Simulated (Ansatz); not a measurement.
Input for Ansatz (a first-principles code): R-SVWN5/def2-TZVPP on C2H6Se (SMILES CC[SeH]), a point of a torsion scan.

Ansatz 0.2 input:
```yaml
crystal:
  periodic: [false, false, false]
  atoms:
    - {symbol: C, position_ang: [-0.85970003, 0.53330452, 0.08575334]}
    - {symbol: C, position_ang: [0.04243482, -0.68565035, -0.08484790]}
    - {symbol: Se, position_ang: [-0.71676311, -2.09579262, -1.24891062]}
    - {symbol: H, position_ang: [-1.78761825, 0.42337888, -0.47180743]}
    - {symbol: H, position_ang: [-0.36496559, 1.43369629, -0.26844149]}
    - {symbol: H, position_ang: [-1.11803592, 0.67494729, 1.13239778]}
    - {symbol: H, position_ang: [0.98318227, -0.42890181, -0.57357728]}
    - {symbol: H, position_ang: [0.27321689, -1.16444366, 0.86666335]}
    - {symbol: H, position_ang: [-1.85622266, -2.36516306, -0.39810407]}
basis:
  gaussian:
    orbitals: def2-TZVPP
hamiltonian:
  xc: {name: SVWN5}
scf: {lower_state_search: off}
```

The log:

```
WARN ansatz: RAYON_NUM_THREADS=1 ignored (pool sized by the plan → 1); use --threads N
Functional definition: SVWN5
these checks for a lower state are left out or cut short: stability, starts, cluster_reference, orbital_swaps, neighbouring_geometries, increment
integrals: 0.10 GiB planned
1101 factors; their error is unknown
mean field: 0.77 GiB planned
mean field evaluation 1: about -67395.6673 eV, gradient 7.5e1 eV
mean field evaluation 2: about -67356.7570 eV, gradient 1.3e2 eV
mean field evaluation 4: about -67408.2369 eV, gradient 1.2e1 eV
mean field evaluation 8: about -67408.6430 eV, gradient 2.3e-1 eV
mean field evaluation 16: about -67408.5954 eV, gradient 5.3e-4 eV
mean field -67408.59536122 eV, -2477.2201883377 hartree, gradient 2.0e-6 eV, S^2 0.000000; 0 other end points of the search recorded, 0 dependent functions left out
reference -67408.59539575 eV, -2477.2201896067 hartree; 26, 26 occupied and 168, 168 virtual orbitals, 1101 factors
Total energy: -67408.59539575 eV, -2477.2201896067 hartree
Checks for a lower state left out: stability, starts, cluster_reference, orbital_swaps, neighbouring_geometries, increment
```

The run converged.

Cost: very roughly 1.8 core-seconds.
